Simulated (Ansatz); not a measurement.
(SrO)n off (charge -1): PBE0-D4/def2-TZVPD single points in Ansatz on relaxed structures, gas phase. Each cluster is the lowest isomer that a short search found in that spin, judged at the geometry's level, and lower ones may exist. Core potentials for Sr, no spin–orbit coupling. HOMO and LUMO are taken over both spins. The spins of the ions were chosen, not always searched. The structures are stationary points that may keep the symmetry of their start. Remarks come from the PBE and PBE0 runs and from stability tests at other levels; not every state was tested. A HOMO above zero means that the electron is unbound at that level and held by the basis, or that self-interaction error raises the level; the energy of removing that electron tells which. HOMO above LUMO (over both spins in singlets and doublets, within one spin in higher multiplets; at PBE or PBE0), or a gap under 0.15 eV within one spin, warns that the state may not be the lowest or that an electron is smeared out.

| species | atoms | state | geometry | HOMO (eV) | vertical IE (eV) | lowest of the spins relaxed | point group (within 0.1 Å) | remarks |
| --- | --- | --- | --- | --- | --- | --- | --- | --- |
| Sr2O2⁻ | 4 | doublet; oxidised ion singlet | r2SCAN-D4/def2-TZVPD | 0.64 | 0.25 | doublet, of doublet/quartet | D2h | HOMO above zero at PBE or PBE0, gap within one spin near zero, HOMO above zero (quartet) |
| Sr2O3⁻ (with an O–O bond) | 5 | doublet; oxidised ion singlet | PBE0-D4/def2-SVPD | 0.62 | 0.28 | doublet, of doublet/quartet | C2v | near-degenerate levels, HOMO above zero at PBE or PBE0, gap within one spin near zero, HOMO above zero (quartet) |

**Question.** Estimate the rows for SrO2⁻ (with an O–O bond) (doublet; oxidised ion singlet, PBE0-D4/def2-TZVPD geometry).

**Answer.** 
```csv
species,atoms,state,geometry,HOMO (eV),vertical IE (eV),lowest of the spins relaxed,point group (within 0.1 Å),remarks
SrO2⁻ (with an O–O bond),3,doublet; oxidised ion singlet,PBE0-D4/def2-TZVPD,0.28,0.97,"doublet, of doublet/quartet",C2v,"HOMO above zero at PBE or PBE0, HOMO above zero (quartet)"
```

The vertical IE (eV) runs from 0.25 (Sr2O2⁻) to 0.97 (SrO2⁻ (with an O–O bond)).
